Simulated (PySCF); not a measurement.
# TPSS on Xe⁺ (xenon, charge +1)

Configuration: [Kr] 4d10 5s2 5p5, 2P determinant. Computed with PySCF 2.14 in cc-pVDZ-PP with ECP28MDF, with a scalar-relativistic core potential.

```json
{
 "Total energy": "-328.7754 hartree",
 "One-electron energy": "-562.3667 hartree",
 "Hartree (Coulomb) energy": "256.8748 hartree",
 "Exchange-correlation energy": "-23.2835 hartree",
 "⟨S²⟩": "0.7512",
 "⟨L²⟩": "2.007",
 "Sum of ⟨r⟩": "29.59 bohr",
 "Sum of ⟨r²⟩": "49.17 bohr²",
 "Traceless quadrupole moment −½Σ⟨3z² − r²⟩ along its main axis": "2.17 e·bohr²",
 "Time after the integrals": "0.41 s of wall time on 1 thread of Neoverse-V1 (shared host)"
}
```

| shell | electrons | mean orbital energy (hartree) | spread (hartree) | rms radius, mean of both spins (bohr) |
| --- | --- | --- | --- | --- |
| 4s α | 1 | -7.63011 | 0 | 0.768 |
| 4s β | 1 | -7.62620 | 0 | 0.768 |
| 4p α | 3 | -5.57173 | 0.02869 | 0.822 |
| 4p β | 3 | -5.56797 | 0.02244 | 0.822 |
| 4d α | 5 | -2.54055 | 0.03056 | 0.939 |
| 4d β | 5 | -2.53513 | 0.02230 | 0.939 |
| 5s α | 1 | -1.09442 | 0 | 1.94 |
| 5s β | 1 | -1.06149 | 0 | 1.94 |
| 5p α | 3 | -0.64381 | 0.04816 | 2.35 |
| 5p β | 2 | -0.61387 | 0 | 2.35 |

Energies and moments cover only the electrons outside the core potential.
